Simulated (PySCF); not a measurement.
## Worked example: dipole moment from atomic charges

Be(OH)(SeH) (BeH2OSe), SMILES [SeH][Be][OH]. Atoms are numbered in the order given.

```xyz
5

Be     0.0052    -1.2199     0.0000
O      0.0011    -2.6056     0.0000
H      0.0006    -3.5518     0.0000
Se    -0.0429     0.8350     0.0000
H      1.4270     0.8878     0.0000
```
Charge 0, spin multiplicity 1.

Geometry: TPSSh-D3(BJ)/def2-TZVP. A frequency run showed that this geometry is not a minimum. The values are those of a single conformer.

Charges (e) from M06-2X/def2-TZVPD (PySCF):

```tsv
atom	IAO	ESP fit
Be1	1.501	0.658
O2	-1.263	-0.873
H3	0.405	0.486
Se4	-0.698	-0.370
H5	0.055	0.100
```

The dipole moment of the full density is 2.19 D.

Problem. What dipole moment does each set of point charges give, and which comes closer to that of the density?

Solution. 
μ = Σ q r, and 1 e Å = 4.8032 D.
IAO: Σ q r = (0.115, -0.513, 0.000) e Å, |μ| = 2.52 D.
ESP fit: Σ q r = (0.161, -0.474, 0.000) e Å, |μ| = 2.41 D.
ESP fit comes closer in size. Point charges leave out the atoms' own dipoles (lone pairs, polarised bonds); fits to the potential absorb them, partitions of the density don't.
